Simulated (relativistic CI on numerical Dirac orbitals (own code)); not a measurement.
# Er¹³⁺: sensitivity of the levels to the model

Base calculation: Dirac-Coulomb-Breit CI, separate exchange-only KLI orbitals for each configuration, model QED (radiative potential, 1s self-energy scaled to tabulated hydrogen-like ionisation energies), unscaled Slater integrals.

Configuration list (outside the closed core [Ar] 3d10 4p6 4d10): 4s²4f⁷5s², 4s²4f⁹, 4s²4f⁸5s, 4s²4f⁸6s, 4s²4f⁵5s²6s², 4s²4f⁷6s², 4f⁹5s². The list is cut by size and lacks configurations that can hold low levels.

Variants: (1) P86 correlation estimate; (2) Breit term removed; (3) only the first configuration. Shifts of the energy above 4s²4f⁷5s² ⁸S°7/2, in cm⁻¹, for the lowest level and the first level of each name with at least 55 % of one term (blank where a level changes its place among those of its configuration and J or its character, or is not in the variant):

```csv
Level,Base,Δ(1),Δ(2),Δ(3)
4s²4f⁷5s² ⁸S°7/2,0.0,0.0,0.0,0.0
4s²4f⁷5s² ⁶P°7/2,53818.3,-5.3,-483.4,+208.5
4s²4f⁷5s² ⁶P°5/2,55271.3,-5.3,-347.2,+206.4
4s²4f⁷5s² ⁶P°3/2,56591.0,-5.6,-183.1,+220.4
4s²4f⁷5s² ⁶I°7/2,59256.2,-0.4,-280.5,+17.5
4s²4f⁷5s² ⁶I°17/2,59918.5,-0.2,+921.0,+5.4
4s²4f⁷5s² ⁶I°9/2,60078.5,-0.3,+1.7,+9.8
4s²4f⁷5s² ⁶I°11/2,60700.9,-0.1,+277.8,+4.3
4s²4f⁷5s² ⁶I°15/2,60845.6,-0.1,+762.3,+0.6
4s²4f⁷5s² ⁶I°13/2,61001.7,-0.1,+533.8,+1.2
4s²4f⁷5s² ⁶D°9/2,67419.6,-0.6,-3.7,+17.2
4s²4f⁷5s² ⁶D°7/2,69764.4,-1.6,+154.0,+56.9
4s²4f⁷5s² ⁶D°1/2,69765.9,+0.1,+6.9,-4.4
4s²4f⁷5s² ⁶D°3/2,70314.2,-0.8,+115.8,+27.7
```

At this charge energies of transitions that change n are usually good to better than 1 %, and those within a shell (Δn = 0) to a few per cent. Terms inside the open d or f shell come out 10 to 20 % too wide with unscaled integrals. Levels and lines within the n = 5 or 6 shells can be off by up to 10 % or somewhat more, and those that change n by about 2 %, since core polarisation is missing.

Ionisation energy from the two ground configurations alone: base 275.895 eV; P86 correlation estimate 277.077 eV; Breit term removed 276.091 eV. The NIST ASD value (theoretical) is 290 eV. The gap of more than 2 % comes from missing correlation, or from a tabulated value that is itself an estimate.

LS names give the leading component of a level, which can be under half, so a name can repeat, a term be missing and a line seem to break the LS rules.
